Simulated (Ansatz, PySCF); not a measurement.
GeH5O4, SMILES [OH][Ge]([OH])([OH])[OH2+], charge +1. Atoms are numbered in the order given.

```xyz
10

O      0.0732    -0.2170     1.7482
Ge     0.0827     0.0136     0.0399
O      0.0832    -1.3382    -1.0425
O      0.8233     1.4892    -0.4619
O     -1.8054     0.4014    -0.3946
H     -0.1204    -1.1097     2.0797
H      0.8828    -1.4902    -1.5727
H      1.3483     1.9608     0.2066
H     -2.1807     1.2986    -0.3195
H     -2.1766    -0.0592    -1.1720
```
Charge +1, spin multiplicity 1.

Geometry optimised at B3LYP-D3(BJ)/def2-SVP. The isomer is the one that the SMILES or the coordinates give; other isomers of the formula were not compared. The values are those of a single conformer.

Two levels are set side by side: PBE-D3(BJ)/def2-SVP (Ansatz, a first-principles code) and B3LYP-D3(BJ)/def2-SVP (Ansatz). Each level has its own optimised geometry; the coordinates shown are those of the second. Frequencies come from the Hessian of PySCF at each geometry. Differences are taken from unrounded values.

```json
[
 {"quantity": "mean bond length (Å)", "B3LYP-D3(BJ)": "1.336", "PBE-D3(BJ)": "1.349", "PBE-D3(BJ) minus B3LYP-D3(BJ)": "0.013"},
 {"quantity": "bond O1–Ge2 (Å)", "B3LYP-D3(BJ)": "1.724", "PBE-D3(BJ)": "1.740", "PBE-D3(BJ) minus B3LYP-D3(BJ)": "0.016"},
 {"quantity": "bond Ge2–O3 (Å)", "B3LYP-D3(BJ)": "1.732", "PBE-D3(BJ)": "1.749", "PBE-D3(BJ) minus B3LYP-D3(BJ)": "0.017"},
 {"quantity": "bond Ge2–O4 (Å)", "B3LYP-D3(BJ)": "1.726", "PBE-D3(BJ)": "1.742", "PBE-D3(BJ) minus B3LYP-D3(BJ)": "0.016"},
 {"quantity": "bond Ge2–O5 (Å)", "B3LYP-D3(BJ)": "1.976", "PBE-D3(BJ)": "1.998", "PBE-D3(BJ) minus B3LYP-D3(BJ)": "0.022"},
 {"quantity": "bond O1–H6 (Å)", "B3LYP-D3(BJ)": "0.972", "PBE-D3(BJ)": "0.981", "PBE-D3(BJ) minus B3LYP-D3(BJ)": "0.009"},
 {"quantity": "bond O3–H7 (Å)", "B3LYP-D3(BJ)": "0.971", "PBE-D3(BJ)": "0.980", "PBE-D3(BJ) minus B3LYP-D3(BJ)": "0.009"},
 {"quantity": "bond O4–H8 (Å)", "B3LYP-D3(BJ)": "0.972", "PBE-D3(BJ)": "0.981", "PBE-D3(BJ) minus B3LYP-D3(BJ)": "0.009"},
 {"quantity": "bond O5–H9 (Å)", "B3LYP-D3(BJ)": "0.975", "PBE-D3(BJ)": "0.984", "PBE-D3(BJ) minus B3LYP-D3(BJ)": "0.008"},
 {"quantity": "bond O5–H10 (Å)", "B3LYP-D3(BJ)": "0.977", "PBE-D3(BJ)": "0.985", "PBE-D3(BJ) minus B3LYP-D3(BJ)": "0.008"},
 {"quantity": "highest harmonic wavenumber (cm⁻¹)", "B3LYP-D3(BJ)": "3797", "PBE-D3(BJ)": "3690", "PBE-D3(BJ) minus B3LYP-D3(BJ)": "-107"},
 {"quantity": "mean harmonic wavenumber (cm⁻¹)", "B3LYP-D3(BJ)": "1206", "PBE-D3(BJ)": "1177", "PBE-D3(BJ) minus B3LYP-D3(BJ)": "-29"},
 {"quantity": "zero-point energy (kcal/mol)", "B3LYP-D3(BJ)": "41.36", "PBE-D3(BJ)": "40.38", "PBE-D3(BJ) minus B3LYP-D3(BJ)": "-0.99"}
]
```

GGA bonds tend to be longer and softer than those of functionals with exact exchange. Differences between two approximate levels are no errors against the true value.
